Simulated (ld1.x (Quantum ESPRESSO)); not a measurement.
## boron (B): excitation energies, all-electron against ultrasoft

| Quantity | Value |
| --- | --- |
| Element | B (Z = 5) |
| Generator | ld1.x (Quantum ESPRESSO) 7.5 |
| Type | ultrasoft |
| Functional | LDA (PZ) |
| Relativity | non-relativistic |
| Frozen core | [He] |
| Valence charge | 3 |
| Reference configuration | 2s1.5 2p1.5 |
| Partial waves | 2s (bound): rcut 1.55, rcutus 1.95 bohr; 2s channel at -0.15 Ry: rcut 1.55, rcutus 1.95 bohr; 2p (bound): rcut 2.10, rcutus 2.80 bohr; 2p channel at 4.85 Ry: rcut 2.10, rcutus 2.80 bohr |
| Local potential | all-electron potential smoothed inside 1.50 bohr (lloc = -1) |
| Core correction | a·sin(br)/r model core inside 1.70 bohr |
| Augmentation charge | PSQ, radius 1.20 bohr |

Energies are relative to the spin-unpolarised reference configuration 2s1.5 2p1.5; without spin polarisation the order of configurations can differ from experiment. Spin-polarised rows fill each open shell by Hund’s rule, majority spin first.

```tsv
valence configuration	charge	ΔE all-electron (eV)	error AE − PS (meV)
2s2 2p1	0	-2.836	+1.6
2s2 2p0	+1	5.493	+20
2s1 2p0	+2	30.790	+103
2s2 2p1.3	-0.3	-3.609	-0.3
2s0 2p3	0	8.552	+15
2s1 2p1	+1	11.442	-10
2s1.5 2p1.5 (spin-polarised)	0	-1.049	+103
```

(1) What are ΔE and the potential's error for 2s2 2p0.5?

(2) What are ΔE and the potential's error for 2s2 2p1 (spin-polarised)?

Levels in the configuration 2s2 2p1:

| level | all-electron (eV) | pseudo (eV) |
| --- | --- | --- |
| 2s | -9.385 | -9.388 |
| 2p | -3.722 | -3.719 |

Results:

(1) ΔE = 0.108 eV all-electron; the error (AE − PS) is +3.3 meV.

(2) ΔE = -3.071 eV all-electron; the error (AE − PS) is +27 meV.
